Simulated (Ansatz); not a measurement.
Cartesian coordinates (Å):
```xyz
9

N      1.3502    -0.4828    -0.0693
C      0.0685    -0.1624     0.5045
C     -1.1721    -0.4019    -0.2646
C     -0.8686     0.8456    -0.0797
H      2.0902     0.0423     0.3812
H      1.3645    -0.2518    -1.0557
H      0.0755    -0.3361     1.5810
H     -1.8172    -1.1359    -0.7219
H     -1.0908     1.8830    -0.2754
```
Charge +1, spin multiplicity 2.

Calculation: frozen-core CCSD(T)/cc-pVTZ // PBE0-D4/def2-TZVP (Ansatz, a quantum-chemistry and plane-wave program). The geometry is that of the parent before the electron was removed.

```yaml
HF energy: -170.62970 Ha
MP2 correlation energy: -0.64802 Ha
```

Estimate the CCSD correlation energy, the (T) correction, the total energy and the T1 diagnostic.


* **CCSD correlation energy**: -0.68178 Ha
* **(T) correction**: -0.03243 Ha
* **CCSD(T) total energy**: -171.34391 Ha
* **T1 diagnostic**: 0.031
